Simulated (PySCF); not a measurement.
Si(H)(NH2) (H3NSi), SMILES N[SiH] (connectivity only; charge and spin as stated), neutral, multiplicity 1.

Geometry: B3LYP-D3(BJ)/def2-TZVP.

The numbers are results of PBE/def2-TZVPD (PySCF), not measurements.

Symmetry labels are those of the subgroup Cs that the program uses (full group Cs).

Computed valence orbital energies around the gap with their symmetry:
| orbital | symmetry | energy (eV) |
|---|---|---|
| HOMO−7 | A' | -93.95 |
| HOMO−6 | A' | -93.84 |
| HOMO−5 | A' | -21.52 |
| HOMO−4 | A' | -12.79 |
| HOMO−3 | A' | -12.58 |
| HOMO−2 | A' | -8.75 |
| HOMO−1 | A" | -7.28 |
| HOMO | A' | -5.32 |
| LUMO | A" | -2.42 |
| LUMO+1 | A' | -0.77 |
| LUMO+2 | A' | 0.56 |
| LUMO+3 | A' | 0.79 |
